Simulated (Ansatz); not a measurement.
Mg4O7H6. Total charge 0; singlet. Geometry PBE0-D4/def2-SVP.

```xyz
17

Mg   -1.220    0.166    1.801
Mg    0.470    1.541   -3.493
Mg   -0.211    0.649   -0.771
Mg    0.698   -1.839    2.012
O     0.647   -0.048    1.001
O    -0.350   -1.063    0.422
O    -1.680    1.388    0.445
O     0.944    1.969   -1.661
O     1.771   -3.195    2.535
O    -0.767   -1.057    3.166
O    -0.689    0.243   -2.635
H     1.585    2.566   -1.276
H    -1.002   -1.331    4.052
H    -1.258   -0.448   -2.973
H     0.851    2.074   -5.076
H    -2.284    2.103    0.251
H     2.494   -3.719    2.199
```

LC-ωPBE has ω = 0.4 bohr⁻¹. The structure holds one bond between oxygen atoms, so isomers without such links may lie far lower. The restricted singlet is unstable towards broken spin symmetry in Hartree–Fock (as tested in another run); at PBE-D4/def2-TZVP, BLYP-D4/def2-TZVP, r2SCAN-D4/def2-TZVP, PBE0-D4/def2-TZVP and others this wasn't settled. The structure comes from a short search, and lower isomers may exist.

Problem. Estimate the orbital energies around the gap (eV) in Ansatz with PBE-D4/def2-TZVP, BLYP-D4/def2-TZVP, r2SCAN-D4/def2-TZVP, PBE0-D4/def2-TZVP, LC-ωPBE/def2-TZVP.

Solution. 
```csv
orbital,PBE-D4/def2-TZVP,BLYP-D4/def2-TZVP,r2SCAN-D4/def2-TZVP,PBE0-D4/def2-TZVP,LC-ωPBE/def2-TZVP
HOMO−9,-7.83,-7.73,-8.20,-9.55,-12.59
HOMO−8,-7.70,-7.61,-8.07,-9.43,-12.45
HOMO−7,-7.49,-7.39,-7.87,-9.20,-12.18
HOMO−6,-7.36,-7.26,-7.74,-9.06,-12.07
HOMO−5,-6.78,-6.68,-7.16,-8.46,-11.42
HOMO−4,-6.23,-6.14,-6.57,-7.92,-10.82
HOMO−3,-5.81,-5.73,-6.16,-7.53,-10.44
HOMO−2,-5.70,-5.61,-5.91,-7.21,-10.15
HOMO−1,-5.60,-5.52,-5.90,-6.98,-9.93
HOMO,-5.38,-5.31,-5.69,-6.87,-9.65
LUMO,-2.08,-2.08,-1.56,-1.36,0.38
LUMO+1,-1.69,-1.60,-1.33,-0.32,1.54
LUMO+2,-0.86,-0.83,-0.30,-0.13,1.82
LUMO+3,-0.48,-0.47,0.09,0.23,1.84
LUMO+4,0.04,0.11,0.52,0.71,2.44
LUMO+5,0.15,0.18,0.77,0.95,2.66
```
